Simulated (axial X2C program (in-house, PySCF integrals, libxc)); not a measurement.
Low determinants of InF⁻ at the PBE0 level, two-component

Computed with an in-house all-electron X2C program for linear molecules (integrals from PySCF). Two-component (2c) means X2C with spin–orbit coupling and atomic mean-field two-electron Coulomb and Gaunt terms. Basis: In dyall-acv3z [12s13p10d5f1g], F dyall-av3z [7s6p3d2f] (cores contracted in-house); Gaussian nuclei, density fitting, unrestricted open shells. Masses: In 114.904 u, F 18.998 u.

Search at 2.060 Å (vertical energies from the lowest determinant):

| ΔE (eV) | state | electrons beyond evenly filled partner blocks | electrons in ±ω = 1/2, 3/2, 5/2, 7/2 |
| --- | --- | --- | --- |
| 0.00 | Ω = 1/2 | ω = 1/2 | 39 16 4 0 |
| 0.09 | Ω = 3/2 | ω = 3/2 | 38 17 4 0 |
| 2.14 | Ω = 5/2 | ω = 5/2 | 38 16 5 0 |
| 3.98 | Ω = 1/2 | 2 × ω = -1/2, ω = 3/2 | 38 17 4 0 |
| 4.04 | Ω = 5/2 | 2 × ω = 1/2, ω = 3/2 | 38 17 4 0 |
| 4.67 | Ω = 3/2 | 3 × ω = 1/2 | 39 16 4 0 |
| 6.64 | Ω = 5/2 | ω = -1/2, 2 × ω = 3/2 | 39 16 4 0 |

Lowest determinant, Ω = 1/2 (⟨Sz⟩ = -0.50, ⟨Lz⟩ = 1.00 at PBE0): Re = 2.060 Å, ωe = 429.2 cm⁻¹.

The determinant in row 2 of the search, Ω = 3/2 (⟨Sz⟩ = 0.50, ⟨Lz⟩ = 1.00 at PBE0), was followed along the bond at PBE0; measured from the minimum of the lowest determinant it gives:

Te = 0.090 eV (729 cm⁻¹), Re = 2.052 Å, ωe = 438.3 cm⁻¹.

(1) Compare the bond of the determinant in row 2 with that of the lowest one.

The search compares states at one distance, so a state with another bond length can lie lower; it is not exhaustive and yields mostly the lowest determinant of each block pattern, so other components and higher states of one pattern are missing. These are energies of single determinants, not of spin-adapted states; PBE0 term energies can be off by some tenths of an eV, and the functional has no current term. The lowest determinant need not be the ground state where others lie within half an eV. For an anion, determinants above electron detachment are held by the basis set. Row 1 has a positive highest level at its minimum. Row 2 has a positive highest level at its minimum.

Answers

(1) At PBE0 its Re is 0.008 Å shorter and its force constant, which goes as ωe², is 1.04 times that of the lowest determinant. T0 ≈ Te + Δωe/2 = 729 + (5) = 734 cm⁻¹.
